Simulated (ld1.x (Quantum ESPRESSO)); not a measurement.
# What one change does to a pseudopotential (N (Z = 7), ultrasoft)

- Element: N
- Generator: ld1.x (Quantum ESPRESSO) 7.5
- Type: ultrasoft
- Functional: PBE
- Relativity: scalar-relativistic
- Frozen core: [He]
- Valence charge: 5
- Reference configuration: 2s1.75 2p3.25
- Partial waves: 2s (bound): rcut 1.00, rcutus 1.20 bohr; 2s channel at 0.45 Ry: rcut 1.00, rcutus 1.20 bohr; 2p (bound): rcut 1.25, rcutus 1.75 bohr; 2p channel at 3.6 Ry: rcut 1.25, rcutus 1.75 bohr; 3d channel at 0.2 Ry: rcut 1.30, rcutus 1.70 bohr; 3d channel at 2.55 Ry: rcut 1.30, rcutus 1.70 bohr
- Local potential: all-electron potential smoothed inside 1.65 bohr (lloc = -1)
- Core correction: a·sin(br)/r model core, default radius (core density twice the valence density)
- Augmentation charge: PSQ, inside the norm-conserving radii

Change: core correction a·sin(br)/r model core inside 0.88 bohr.

Cutoffs: the cutoffs (Ry, on a coarse ladder) from which the occupation-weighted sum of valence levels, in a spherical-Bessel basis at the reference potential, stays within 10 and 1 mRy of its value at 400 Ry; they do not see the model core or the augmentation charge, which bear on the density cutoff. Errors are all-electron minus pseudo energies relative to the spin-unpolarised reference configuration.

Task: How do hardness, ghosts and transferability respond?

Result: The potential gets neither clearly harder nor softer (25 Ry and 35 Ry → 25 Ry and 35 Ry); of the 7 tests that both files solve, the error grows in 4 and shrinks in 1 by more than 15 % and 0.3 meV (median size 2.3 → 4.7 meV); neither file shows a bound ghost. The default core radius of the base comes out at 0.41 bohr. A wider model core is smoother and lowers the density cutoff, which this test does not measure.

| quantity | base | changed |
| --- | --- | --- |
| cutoff, loose | 25 Ry | 25 Ry |
| cutoff, tight | 35 Ry | 35 Ry |
| bound ghosts | none | none |
| error for 2s2 2p3, meV [ΔE -2.87 eV] | -0.2 | +0.1 |
| error for 2s2 2p2, meV [ΔE 10.72 eV] | +2.8 | +6.9 |
| error for 2s2 2p1, meV [ΔE 39.57 eV] | +30 | +63 |
| error for 2s2 2p0, meV [ΔE 86.65 eV] | +55 | +293 |
| error for 2s1 2p3, meV [ΔE 22.50 eV] | -2.3 | -4.7 |
| error for 2s2 2p3.3, meV [ΔE -4.49 eV] | -0.4 | -0.3 |
| error for 2s1 2p4, meV [ΔE 8.63 eV] | -1.6 | +1.1 |
| s: phases at 1.91 bohr within 0.05 rad from the reference energy up to (Ry; the scan ends near 5) | to the end of the scan | to the end of the scan |
| p: phases at 1.91 bohr within 0.05 rad from the reference energy up to (Ry; the scan ends near 5) | to the end of the scan | to the end of the scan |
| d: phases at 1.91 bohr within 0.05 rad from the reference energy up to (Ry; the scan ends near 5) | to the end of the scan | to the end of the scan |
| lowest overlap eigenvalue by channel | s 0.50, p 0.89, d 0.97 | s 0.50, p 0.89, d 0.97 |
